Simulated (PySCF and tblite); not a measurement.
Results of a calculation; reference values are marked as such.
System: C₅H₉NO, numbered as in [CH2:1]=[CH:2][N:3]([CH3:4])[C:5]([CH3:6])=[O:7].

Motion: rotation about the C2–N3 bond (torsion C1–C2–N3–C4 from 0° to 144°, rising). GFN2-xTB gives an electronic barrier of 5.5 kcal/mol and a reaction energy of 3.3 kcal/mol.

PBE0/pcSseg-1 + D3(BJ) on GFN2-xTB geometries gives 7.1 kcal/mol and k(298 K) = 4.4×10⁸ s⁻¹.

Q: What does PBE0/def2-SVP + D3(BJ) give on GFN2-xTB geometries?

A: A barrier of 7.7 kcal/mol, 0.6 above the first DFT barrier (from unrounded values), a reaction energy of 5.3 kcal/mol and, with GFN2-xTB thermal terms, ΔG‡(298 K) = 6.6 kcal/mol and k = 1.7×10⁸ s⁻¹ (2 equivalent paths).

Programs: tblite and PySCF.
